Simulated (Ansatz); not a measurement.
Ansatz results at the PBE0-D4/def2-TZVP geometry: HOMO energy (PBE0/def2-TZVPP) -9.05 eV; LUMO energy (PBE0/def2-TZVPP) -1.66 eV; size of the dipole moment (ωB97M-V/def2-TZVPP) 4.11 D.

Each molecule was computed in one conformer, which needn't be the lowest.

(1) Which molecule gave them?
A. `[CH3][W](=[O])([F])=[S]`
B. `[OH][W]([OH])([OH])([OH])([F])[Cl]`
C. `C[O][W]([OH])([Cl])([O]C)([O]C)[O]C`
D. `[NH2][W](=[O])(=[O])[F]`

Results:

(1) D. The others give `[OH][W]([OH])([OH])([OH])([F])[Cl]`: -8.51, -3.11, 1.82; `[CH3][W](=[O])([F])=[S]`: -7.91, -2.90, 2.62; `C[O][W]([OH])([Cl])([O]C)([O]C)[O]C`: -7.82, -2.05, 2.19.
